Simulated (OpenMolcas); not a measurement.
An atom or ion with 71 electrons was computed by SS-CASPT2, IPEA 0.25 Eh, imaginary shift 0.1 Eh with spin-orbit coupling (OpenMolcas, ANO-RCC-VQZP, DKH2). The lowest levels that the run gave, each within 12 % of the measured value where one is at hand:

| J | Parity | E (cm-1) | g |
| --- | --- | --- | --- |
| 3/2 | even | 0.0 | 0.469 |
| 5/2 | even | 3770 | 1.035 |
| 7/2 | even | 7070 | 1.207 |
| 9/2 | even | 9620 | 1.258 |
| 3/2 | even | 9730 | 1.351 |
| 1/2 | even | 11370 | 1.591 |
| 7/2 | even | 15650 | 0.927 |
| 9/2 | even | 16780 | 1.056 |
| 5/2 | even | 18030 | 1.559 |
| 1/2 | even | 18450 | 1.745 |
| 3/2 | even | 19320 | 1.304 |
| 11/2 | even | 23160 | 1.091 |

Q: Which ion is it, and what are the configurations and terms?

A: W3+ (Z = 74, charge +3; active space 3 electrons in 10 orbitals (5d 6d)). J, parity and g give the terms where levels are pure, and mixed ones are named by the computed weights; the size of the splittings, set against known spectra of the 71-electron sequence, gives the charge. In order, with the measured energies in cm-1 (the list in J. Phys. B 45, 035001 (2012)): 5d3 4F 3/2, 5d3 4F 5/2 (3537), 5d3 4F 7/2 (6745), 5d3 4F 9/2 [70 %] (9256), 5d3 2P 3/2 [46 %], 5d3 2P 1/2 [54 %], 5d3 2G 7/2 (15261), 5d3 2H 9/2 [53 %], 5d3 4P 5/2 (17190), 5d3 4P 1/2 [54 %], 5d3 4P 3/2 [52 %], 5d3 2H 11/2 (22223).

Term energies are means over components that CASPT2 splits; among the terms shown or strongly mixed into the levels shown the widest spread is 350 cm-1 (5d3 4F). Over all roots computed the reference weight is 0.89 to 0.96; the roots of lowest weight are the least certain, and an intruder state may touch them. Active for correlation alone: 6d; no level in the range computed is led by a configuration that fills it, so any true level of that kind is missing. The CASPT2 spread within a term exceeds the gap to the next term for 5d3 2D(1) and 5d3 2H, so the order of their levels is uncertain. Measured partners are found by configuration, term and J. A level has none where our copy of the source lacks it or the pairing is in doubt (some pairs that miss far off the trend of their configuration count as doubtful), and it then counts in no deviation. Levels of configurations outside the active space are missing.

A share in square brackets marks a mixed level and gives the weight of the term that names it. A number in round brackets counts repeated terms of one configuration in the order of the reference energies.
